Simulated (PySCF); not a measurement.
Species: C4H10Ge.
Atom-mapped SMILES: `[CH3:1][C@@H:2]1[CH2:3][C@@H:4]1[GeH3:5]` (hydrogens: H6, H7, H8 on C1; H9 on C2; H10, H11 on C3; H12 on C4; H13, H14, H15 on Ge5)

Computed by this run: PBE0-D3(BJ)/def2-SVP geometry optimisation, gas phase in PySCF 2.14.0; density fitting, grid level 1; the optimiser is geomeTRIC in internal coordinates, started from a GFN2-xTB structure with every atom displaced at random (about 0.01 Å).

Geometry at step 0:
```
atom  x, y, z in Å
C1     -1.3936   -0.9966   -0.0731
C2     -1.0400    0.4798   -0.0037
C3     -0.1855    1.0797   -1.0641
C4      0.4088    0.8841    0.3326
Ge5     1.7661   -0.4507    0.6611
H6     -1.6287   -1.3579    0.9148
H7     -2.2925   -1.1050   -0.6940
H8     -0.5852   -1.5460   -0.5169
H9     -1.8241    1.1222    0.4146
H10    -0.3692    2.0851   -1.3855
H11     0.1883    0.4221   -1.8255
H12     0.4824    1.7861    0.9351
H13     1.3389   -1.4468    1.6870
H14     2.1157   -1.1857   -0.5681
H15     3.0032    0.2122    1.1785
```

Task: What forces act on the atoms?

Result: 
```json
{"atom": "C1", "Fx (eV/Å)": "-0.745", "Fy (eV/Å)": "1.659", "Fz (eV/Å)": "-0.260"}
{"atom": "C2", "Fx (eV/Å)": "0.706", "Fy (eV/Å)": "-0.368", "Fz (eV/Å)": "0.142"}
{"atom": "C3", "Fx (eV/Å)": "0.274", "Fy (eV/Å)": "-0.229", "Fz (eV/Å)": "1.178"}
{"atom": "C4", "Fx (eV/Å)": "-1.197", "Fy (eV/Å)": "-0.128", "Fz (eV/Å)": "-0.638"}
{"atom": "Ge5", "Fx (eV/Å)": "-0.421", "Fy (eV/Å)": "0.779", "Fz (eV/Å)": "0.351"}
{"atom": "H6", "Fx (eV/Å)": "-0.031", "Fy (eV/Å)": "-0.500", "Fz (eV/Å)": "0.678"}
{"atom": "H7", "Fx (eV/Å)": "-0.052", "Fy (eV/Å)": "-0.242", "Fz (eV/Å)": "-0.126"}
{"atom": "H8", "Fx (eV/Å)": "0.593", "Fy (eV/Å)": "-0.681", "Fz (eV/Å)": "-0.305"}
{"atom": "H9", "Fx (eV/Å)": "0.070", "Fy (eV/Å)": "-0.008", "Fz (eV/Å)": "0.026"}
{"atom": "H10", "Fx (eV/Å)": "-0.173", "Fy (eV/Å)": "0.751", "Fz (eV/Å)": "-0.280"}
{"atom": "H11", "Fx (eV/Å)": "0.202", "Fy (eV/Å)": "-0.436", "Fz (eV/Å)": "-0.669"}
{"atom": "H12", "Fx (eV/Å)": "0.142", "Fy (eV/Å)": "0.225", "Fz (eV/Å)": "0.127"}
{"atom": "H13", "Fx (eV/Å)": "-0.337", "Fy (eV/Å)": "-0.621", "Fz (eV/Å)": "0.659"}
{"atom": "H14", "Fx (eV/Å)": "0.249", "Fy (eV/Å)": "-0.630", "Fz (eV/Å)": "-1.157"}
{"atom": "H15", "Fx (eV/Å)": "0.721", "Fy (eV/Å)": "0.429", "Fz (eV/Å)": "0.275"}
```

The largest, 1.84 eV/Å, acts on C1; the rms over all components is 0.577 eV/Å. The forces sum to zero within rounding, as they must for an isolated molecule in no field.

Task: Give the force on C1 in Eh/bohr and in nN.

Result: 1.837 eV/Å ÷ 51.422 = 0.03573 Eh/bohr, and 1.837 eV/Å × 1.602 = 2.94 nN.

Task: How far is this geometry from the end of the optimisation?

Result: 0.189 eV above it, and 0.143 Å rms away after alignment. The bonds farthest from their final lengths, with half the difference of the two atoms' forces along the bond (positive lengthens):

```json
{"bond": "Ge5–H14", "now (Å)": "1.474", "final (Å)": "1.542", "force along bond (eV/Å)": "+1.06"}
{"bond": "Ge5–H13", "now (Å)": "1.492", "final (Å)": "1.542", "force along bond (eV/Å)": "+0.56"}
{"bond": "Ge5–H15", "now (Å)": "1.496", "final (Å)": "1.541", "force along bond (eV/Å)": "+0.38"}
{"bond": "C2–C4", "now (Å)": "1.541", "final (Å)": "1.510", "force along bond (eV/Å)": "-0.95"}
{"bond": "C1–H8", "now (Å)": "1.074", "final (Å)": "1.101", "force along bond (eV/Å)": "+1.11"}
{"bond": "C1–H6", "now (Å)": "1.078", "final (Å)": "1.102", "force along bond (eV/Å)": "+0.71"}
```

The angle farthest from its final value is H6–C1–H8, 111.8° against 107.7°.

Of the 6 listed bonds off by 0.010 Å or more, this force points towards the final length in 6.

What follows is the cost of the whole optimisation. On an Arm Neoverse V2 with one thread, shared host with 96 logical CPUs at a one-minute load of 80, this took 85 s wall and 0.61 GiB of memory at its peak.
